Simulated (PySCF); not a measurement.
Constants of CuH, step by step

State: ¹Σ⁺, singlet, closed shell. De refers to Cu (3d10 4s1) + H. RHF-based CCSD(T) in PySCF 2.14 with Cu cc-pVTZ-PP with ECP10, H cc-pVTZ and Cu cc-pVQZ-PP with ECP10, H cc-pVQZ (frozen core orbitals: 4; scalar-relativistic core potentials). Correlation energies are extrapolated as n⁻³ (n = 3, 4), Hartree–Fock as (n+1)·exp(−9√n). CV is the change on freezing 0 orbitals instead, in Cu cc-pwCVTZ-PP with ECP10, H cc-pVTZ.

| Level | Re (Å) | ωe (cm⁻¹) | ωexe (cm⁻¹) | αe (cm⁻¹) | De (eV) |
| --- | --- | --- | --- | --- | --- |
| CCSD(T)/TZ | 1.4538 | 1958.3 | 39.0 | 0.263 | 2.797 |
| CCSD(T)/QZ | 1.4539 | 1947.7 | 36.1 | 0.257 | 2.814 |
| HF/CBS | 1.5407 | 1692.6 | n/a | 0.195 | 1.469 |
| MP2/CBS | 1.4219 | 2105.2 | 33.2 | 0.258 | 2.784 |
| CCSD/CBS | 1.4648 | 1895.0 | 32.8 | 0.245 | 2.705 |
| CCSD(T)/CBS | 1.4548 | 1943.6 | 34.8 | 0.252 | 2.818 |
| CCSD(T)/CBS+CV | 1.4535 | 1949.6 | 35.0 | 0.254 | 2.822 |

How much is left between CCSD(T)/QZ and the basis-set limit, and how much do the triples give at the limit?

CCSD(T)/CBS less CCSD(T)/QZ: +0.9 mÅ in Re, -4.1 cm⁻¹ in ωe and +0.004 eV in De. CCSD(T)/CBS less CCSD/CBS: -10.0 mÅ in Re, +48.6 cm⁻¹ in ωe and +0.113 eV in De.

What do the later terms add?

CV: -1.3 mÅ in Re, +6.0 cm⁻¹ in ωe and +0.004 eV in De, each against the row above.

The T1 diagnostic is 0.040, large enough to doubt a single reference. The open-shell atoms are computed with UHF. Spin–orbit coupling, excitations beyond (T) and corrections to the Born–Oppenheimer picture are left out.

The whole job (state search and all basis sets along the bond) took about 13 min on 4 threads of Arm Neoverse N1 (shared host), peak memory 6.3 GiB.
